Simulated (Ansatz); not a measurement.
Total energies of C3H4AlF (`C=[C]1[AlH][CH]1F`).

Z-matrix (Å, degrees):
```
C
F 1 1.379
C 1 1.489 2 119.1
Al 1 1.964 2 134.0 3 81.6
H 1 1.096 2 108.9 3 -130.0
C 3 1.336 1 129.0 2 -2.8
H 4 1.576 1 159.1 2 51.3
H 6 1.085 3 121.2 1 167.1
H 6 1.089 3 122.1 1 -13.7
```

Charge 0, multiplicity 1. The geometry is a stationary point of PBE0-D4/def2-TZVP. Basis def2-TZVPP, Ansatz.

RPA on PBE orbitals: Hartree–Fock energy of these orbitals -457.19996 Eh, correlation -1.30385 Eh (frozen core).

| functional | energy without D4 (Eh) | D4 term (kJ/mol) |
| --- | --- | --- |
| PBE | -458.59959 | -17.1 |
| revPBE | -458.86717 | -53.2 |
| BLYP | -458.93190 | -38.0 |
| B97M-V | -458.89634 | – |
| PBE0 | -458.62752 | -14.3 |
| r2SCANh | -458.82834 | -4.3 |
| HSE06 (plane-wave form) | -458.61103 | -13.3 |
| BHLYP | -458.86726 | -21.2 |
| CAM-B3LYP | -458.89368 | -14.5 |
| LC-ωPBE | -458.75107 | – |
| ωB97X-V | -458.86878 | – |
| ωB97M-V | -458.88706 | – |
| B2PLYP | -458.70418 | – |
| PBE-QIDH | -458.50146 | – |

Q: Give the same for LDA (SPW92), r2SCAN, B3LYP, r2SCAN0. (An estimate is asked.)

A: Computed: 
| functional | energy without D4 (Eh) | D4 term (kJ/mol) |
| --- | --- | --- |
| LDA (SPW92) | -456.21442 | – |
| r2SCAN | -458.84312 | -4.0 |
| B3LYP | -459.00876 | -27.7 |
| r2SCAN0 | -458.80750 | -4.8 |

B3LYP takes the VWN-RPA correlation (the form of Gaussian; ORCA's B3LYP/G). HSE06 is the plane-wave form, built on full-range PBE exchange. The double hybrids freeze the cores in their second-order part.

LC-ωPBE has ω = 0.4 bohr⁻¹.
